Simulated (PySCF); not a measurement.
**Magnetisability: `[Si@H]1(N=C)C[C@@H](C=O)C1`, C₅H₉NOSi**

Geometry (Å), atoms numbered from 1 in this order:
```xyz
17

C     3.148    0.121    0.326
N     1.900    0.131    0.380
Si    0.645   -0.628   -0.512
C    -0.708   -1.204    0.702
C    -1.596    0.009    0.346
C    -1.669    0.965    1.489
O    -2.670    1.427    1.965
C    -0.756    0.634   -0.795
H     3.712    0.717    1.040
H     3.737   -0.448   -0.396
H     0.949   -1.525   -1.632
H    -1.187   -2.143    0.439
H    -0.451   -1.249    1.758
H    -2.605   -0.268    0.033
H    -0.667    1.238    1.879
H    -1.260    0.552   -1.753
H    -0.530    1.684   -0.629
```

Computed with PySCF, GIAO PBE0/pcSseg-1 magnetisability, rotational g tensor and spin-rotation constants, non-relativistic, gas phase. Geometry: GFN2-xTB.

What are the magnetisability and the molar susceptibility?

Isotropic -1009 × 10⁻³⁰ J/T², or -60.8 × 10⁻⁶ cm³/mol; principal values -1309, -926, -792 × 10⁻³⁰ J/T², anisotropy 464 × 10⁻³⁰ J/T² (root of half the summed squared differences of the principal values). The susceptibility is in cgs units.

Split it along the inertial axes a, b, c into diamagnetic and paramagnetic parts about the centre of mass, with the quadrupole moment.


| axis | χ (10⁻⁶ cm³/mol) | diamagnetic (10⁻⁶ cm³/mol) | paramagnetic (10⁻⁶ cm³/mol) | summed x² of all electrons (Å²) | quadrupole Θ (D Å) |
| --- | --- | --- | --- | --- | --- |
| a | -53.7 | -482.2 | 428.5 | 261.3 | -5.60 |
| b | -49.8 | -1284.3 | 1234.5 | 72.2 | +2.50 |
| c | -78.8 | -1414.8 | 1336.0 | 41.5 | +3.10 |

Anisotropies 2χaa − χbb − χcc = +21.1 and 2χbb − χaa − χcc = +33.0 × 10⁻⁶ cm³/mol. Θ is traceless in Buckingham's convention.

And the rotational g tensor?


| axis | rotational constant (GHz) | g | nuclear part | electronic part |
| --- | --- | --- | --- | --- |
| a | 3.3880 | -0.0688 | 0.6132 | -0.6820 |
| b | 0.9944 | -0.0243 | 0.5525 | -0.5767 |
| c | 0.8972 | -0.0098 | 0.5533 | -0.5631 |

Asymmetric top; isotopes 12C, 1H, 14N, 16O, 28Si; no vibrational averaging.
